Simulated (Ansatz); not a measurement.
Calculated with Ansatz (gas phase, PBE0-D4/def2-TZVP geometries, no zero-point term in ΔE). CCSD(T)/CBS adds triple-zeta CCSD(T) − MP2 to the extrapolated MP2 energy (def2 sets, frozen cores). This one scheme is used for every species. DFT in def2-TZVPP. For Ge outer-core shells are correlated without core-valence functions, which leaves a few kJ/mol of doubt a bond. Scalar relativity is left out up to krypton. One conformer a species, not always the lowest.

Consider the ligand exchange at a Ge–C bond: `[OH][GeH2][CH2]Cl` + `O[SiH3]` → `[OH][GeH2][O][SiH3]` + `CCl`.

`[OH][GeH2][CH2]Cl`:

Z-matrix (Å, degrees):
```
Ge
C 1 1.966
O 1 1.777 2 107.6
H 1 1.540 2 108.9 3 -120.2
H 1 1.535 2 111.8 3 114.9
Cl 2 1.785 1 108.5 3 56.1
H 2 1.089 1 111.2 3 -62.0
H 2 1.089 1 112.4 3 175.2
H 3 0.961 1 111.3 2 -52.7
```

`O[SiH3]`:

Cartesian coordinates in Å:
```
O -0.375 -1.225 -0.031
Si -0.053 0.391 -0.028
H 0.348 -1.826 0.151
H 0.452 0.848 1.297
H -1.337 1.061 -0.335
H 0.965 0.751 -1.053
```

`[OH][GeH2][O][SiH3]`:

Cartesian coordinates in Å:
```
O 0.755 1.706 1.116
Ge 1.387 0.281 0.276
O 0.064 -0.864 0.012
Si -1.404 -0.760 -0.705
H 0.477 1.522 2.016
H 2.404 -0.479 1.137
H 1.896 0.810 -1.066
H -2.421 -0.230 0.243
H -1.806 -2.123 -1.136
H -1.352 0.137 -1.893
```

`CCl`:

```xyz
5

C    -0.041    0.133   -0.043
Cl    0.457   -1.485    0.483
H    -1.127    0.190   -0.012
H     0.316    0.294   -1.058
H     0.395    0.868    0.630
```

Task: Is it downhill or uphill in electronic energy at CCSD(T)/CBS, and by how much? (An estimate is asked.)

Result: Ansatz gave: Downhill: ΔE = -0.73 eV.

Task: What do these levels give: PBE-D4, ωB97M-V, PBE, r2SCAN, PBE0, HF/def2-TZVPP, HF/def2-QZVPP, MP2/def2-QZVPP, SCS-MP2/def2-QZVPP, HF/CBS(def2), MP2/CBS(def2), CCSD/CBS(def2)? (An estimate is asked.)

Result: Computed: PBE-D4 -0.67, ωB97M-V -0.74, PBE -0.67, r2SCAN -0.76, PBE0 -0.71, HF/def2-TZVPP -0.98, HF/def2-QZVPP -1.00, MP2/def2-QZVPP -0.75, SCS-MP2/def2-QZVPP -0.80, HF/CBS(def2) -1.00, MP2/CBS(def2) -0.72, CCSD/CBS(def2) -0.75 eV.

Largest T1 diagnostic among the species: 0.012.

From PBE to PBE0 (25 % exact exchange), in def2-TZVPP and without D4, ΔE moves by −0.03 eV. In def2-TZVPP, CCSD(T) changes the Hartree–Fock value by +0.21 eV (the triples alone add +0.02 eV) and MP2 by +0.22 eV.
